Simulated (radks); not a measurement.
All-electron atom: In0.3+ in 1s1.7 2s2 2p6 3s2 3p6 3d10 4s2 4p6 4d10 5s2 5p1 (fractional occupations, a model configuration). Method: Dirac Kohn-Sham, LDA (Slater exchange, Perdew-Wang correlation), spin-unpolarised, spherical densities, point nucleus; open shells are shared between the two j in proportion to 2j + 1; computed with a radial shooting solver on a logarithmic mesh with Libxc functionals. Some entries of the table are withheld. Estimate them.

orbital,occ.,eigenvalue (eV),<r> (bohr),<r^2> (bohr^2)
1s1/2,1.7,-27899.95,0.02968,0.001191
2s1/2,2,-4199.925,0.1277,0.01927
2p1/2,2,-3932.957,0.1078,0.01428
2p3/2,4,-3718.135,0.1131,0.01558
3s1/2,2,-802.4601,0.3468,(1)
3p1/2,2,-691.4979,0.3371,0.1321
3p3/2,4,-652.5796,0.3482,0.1408
3d3/2,4,-451.8659,0.3194,0.1213
3d5/2,6,-443.8024,0.3230,0.1239
4s1/2,2,-125.1067,0.8404,(2)
4p1/2,2,-88.2763,(3),0.9075
4p3/2,4,-81.3299,(4),0.9712
4d3/2,4,-23.5367,1.147,1.576
4d5/2,6,-22.6161,1.163,1.624
5s1/2,2,-11.0892,2.499,7.141
5p1/2,0.333333,-5.0631,3.250,12.30
5p3/2,0.666667,-4.6675,3.393,13.41

Answer. 
(1) 3s1/2 <r^2> (bohr^2): 0.1377
(2) 4s1/2 <r^2> (bohr^2): 0.8005
(3) 4p1/2 <r> (bohr): 0.8902
(4) 4p3/2 <r> (bohr): 0.9208
